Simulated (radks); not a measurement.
Fractional charge and spin in the 4s shell of calcium: the spin-up occupation runs from 0 to 1 and the spin-down occupation from 0 to 1; the fullest corner is Ca, [Ar] 4s(up 1, down 1). Method: non-relativistic Kohn-Sham, TPSS, spin-polarised, spherical densities, point nucleus; meta-GGA in the generalised Kohn-Sham scheme; computed with a radial shooting solver on a logarithmic mesh with Libxc functionals. Energy (eV) minus the two flat planes that join the four corners (they meet along the diagonal where the two added fractions sum to one electron); zero is where a piecewise linear energy would lie.

down \ up,0,0.5,1
0,0.000,-0.639,0.000
0.5,-0.639,0.235,-0.573
1,0.000,-0.573,0.000

Corners above the fullest one (they belong to Ca+ and the next ion): (up 1, down 0) 5.982 eV, (up 0, down 1) 5.982 eV, (up 0, down 0) 17.695 eV. With half an added electron in each spin the energy lies 0.235 eV from the planes (fractional-spin error, the static-correlation error of a stretched bond), and with half an added electron in spin up alone -0.639 eV (fractional-charge error). For a frontier s shell over closed shells the exact functional lies on the planes.
